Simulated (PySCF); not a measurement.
## Excitation energy of Ge by level of theory

Ge [Ar] 3d10 4s2 4p2 (3P) → Ge [Ar] 3d10 4s2 4p1 5s1 (3P), as a difference of total energies. Computed with PySCF 2.14 in aug-cc-pVQZ-PP with ECP10MDF (7s6p5d3f2g, 89 functions), with scalar relativity through the core potential. Correlated levels: valence: 3s2 3p6 3d10 frozen. The calculations carry no spin-orbit coupling.

```
           method  excitation energy (cm⁻¹)  error (cm⁻¹)
              UHF                     36058         -1434
              LDA                     36634          -858
              PBE                     36118         -1374
             PBE0                     36977          -515
           r2SCAN                     38774         +1282
            HSE06                     36841          -651
           M06-2X                     36039         -1453
        CAM-B3LYP                     37420           -72
              M06                     35791         -1701
    MP2 (valence)                     37533           +41
SCS-MP2 (valence)                     37321          -171
```

Reference: 37492 cm⁻¹ (measured; NIST levels, between the centres of gravity of the two terms).

Errors of the correlated levels include the incompleteness of this basis and the frozen core.
